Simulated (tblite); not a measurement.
Input of a run (GFN2-xTB geometry optimisation, gas phase (tblite 0.8.0)), started from a force field or distance geometry:
```
{"job": {"kind": "relax", "xc": "GFN2-xTB", "basis": "xTB"}, "charge": 0, "multiplicity": 1}
C      1.374500     1.274600    -0.923300
C      0.819200     0.286100     0.089300
Si    -0.898700    -0.369300    -0.189100
C     -2.214800     0.942300     0.146300
N     -1.027100    -0.819200    -1.850800
N     -1.304400    -1.749800     0.880500
C      1.901600    -0.744100     0.430600
C      1.425200     0.234400     1.477600
H      1.883400     0.642000    -1.690100
H      2.162000     1.835500    -0.393000
H      0.579700     1.917100    -1.344000
H     -3.207600     0.448400    -0.046100
H     -2.140500     1.795400    -0.536700
H     -2.233600     1.242600     1.205500
H     -0.844200    -0.122400    -2.585000
H     -1.387500    -1.729800    -2.109500
H     -1.856100    -1.365200     1.689000
H     -0.435400    -2.236300     1.236500
H      2.933800    -0.541400     0.059600
H      1.558000    -1.787900     0.433300
H      0.837100    -0.243800     2.301000
H      2.064900     1.110200     1.717800
```

Output (eV, eV/Å):
```
step      E/eV     max force
  0    -690.72931    1.754
  1    -690.99321    0.868
  2    -691.13854    0.657
  3    -691.18512    0.611
  4    -691.23312    0.554
  5    -691.25855    0.447
  6    -691.29845    0.465
  7    -691.32047    0.419
  8    -691.33591    0.235
  9    -691.34584    0.210
 10    -691.35533    0.240
 11    -691.36441    0.281
 12    -691.37330    0.241
 13    -691.38118    0.174
 14    -691.38823    0.173
 15    -691.39513    0.205
 16    -691.40200    0.247
 17    -691.40772    0.174
 18    -691.41202    0.132
 19    -691.41573    0.137
 20    -691.42019    0.214
 21    -691.42581    0.252
 22    -691.43127    0.190
 23    -691.43520    0.152
 24    -691.43814    0.146
 25    -691.44130    0.191
 26    -691.44700    0.204
 27    -691.45226    0.137
 28    -691.45552    0.106
 29    -691.45785    0.095
 30    -691.46020    0.123
 31    -691.46263    0.120
 32    -691.46482    0.100
 33    -691.46689    0.114
 34    -691.46943    0.136
 35    -691.47320    0.204
 36    -691.47842    0.226
 37    -691.48390    0.166
 38    -691.48829    0.152
 39    -691.49095    0.117
 40    -691.49125    0.251
 41    -691.49435    0.094
 42    -691.49601    0.075
 43    -691.49924    0.110
 44    -691.50148    0.126
 45    -691.50352    0.101
 46    -691.50467    0.129
 47    -691.50565    0.065
 48    -691.50646    0.076
 49    -691.50814    0.092
 50    -691.50945    0.078
 51    -691.51056    0.076
 52    -691.51124    0.068
 53    -691.51167    0.047
 54    -691.51208    0.041
 55    -691.51258    0.056
 56    -691.51305    0.057
 57    -691.51347    0.042
 58    -691.51379    0.036
 59    -691.51406    0.033
 60    -691.51428    0.040
 61    -691.51445    0.039
 62    -691.51459    0.027
 63    -691.51472    0.023
 64    -691.51486    0.030
 65    -691.51503    0.036
 66    -691.51521    0.039
 67    -691.51538    0.030
 68    -691.51553    0.030
 69    -691.51567    0.025
 70    -691.51581    0.033
 71    -691.51597    0.032
 72    -691.51617    0.040
 73    -691.51635    0.031
 74    -691.51650    0.024
 75    -691.51662    0.028
 76    -691.51674    0.029
 77    -691.51685    0.024
 78    -691.51693    0.019
 79    -691.51700    0.018
 80    -691.51707    0.025
 81    -691.51715    0.024
 82    -691.51720    0.016
 83    -691.51723    0.009
```

Task: Summarise the run.

Result: The energy falls by 76.0 kJ/mol over 83 L-BFGS steps, the largest force on an atom goes from 1.75 to 0.009 eV/Å, and the atoms move by 0.344 Å rms after alignment. The bond that changes most is Si3–N6 (four-coordinate silicon to silicon-bound nitrogen), which shortens by 0.063 Å. Bonds longer at the end by more than 0.005 Å: 2 of 22; shorter: 19. Among the angles that change most is Si3–N6–H17, from 107.2° to 118.3°. Among the dihedrals that turn most is N5–Si3–N6–H18, from 99° to 51°. The energy never rose by more than 1e-5 eV on the way. The first step brought 33 % of the lowering.

Task: What are the final bond lengths?

Result: C1–C2 1.513 Å, C2–Si3 1.900 Å, Si3–C4 1.906 Å, Si3–N5 1.731 Å, Si3–N6 1.729 Å, C2–C7 1.504 Å, C7–C8 1.494 Å, C2–C8 1.504 Å, C1–H9 1.089 Å, C1–H10 1.089 Å, C1–H11 1.089 Å, C4–H12 1.085 Å, C4–H13 1.085 Å, C4–H14 1.085 Å, N5–H15 1.006 Å, N5–H16 1.007 Å, N6–H17 1.006 Å, N6–H18 1.007 Å, C7–H19 1.081 Å, C7–H20 1.080 Å, C8–H21 1.080 Å, C8–H22 1.081 Å. Numbering counts from 1 in the input's order; the species is `CC1([Si](C)(N)N)CC1`.

Hardware: an Arm Neoverse N1 with one thread, shared host. Cost: 1.2 s of wall time.

Its lowest GFN2-xTB frequency is 8i cm⁻¹, too small to tell a flat minimum from a shallow saddle. One conformer, not necessarily the lowest. 3 starts were optimised and ended at 0.00, 0.10 and 1.34 kcal/mol (GFN2-xTB); the lowest of these is shown.

The numbers are calculated, not measured.
